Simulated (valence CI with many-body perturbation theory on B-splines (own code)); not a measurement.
## Which ion has this spectrum?

A relativistic CI+MBPT calculation for an atom or ion with 32 electrons gives these levels (cm⁻¹):

```csv
J,Parity,E,g
0,even,0,
1,even,921286,1.50
2,even,957921,1.17
2,odd,1759273,1.56
1,odd,1884607,1.07
2,even,1907028,1.32
0,even,1986121,
2,odd,2241980,0.76
1,odd,2399201,0.86
2,odd,2502396,1.36
3,odd,2519290,1.13
2,odd,2678351,1.47
3,odd,2739040,1.30
0,odd,2779728,
```

The energies are calculated, and their last digits are not significant.

**Question.** Which is it?
A. Au47+
B. Ir45+
C. Hg48+
D. Os44+

**Answer.** B. Ir45+, ground level (4s^2 4p1/2^2) J=0.
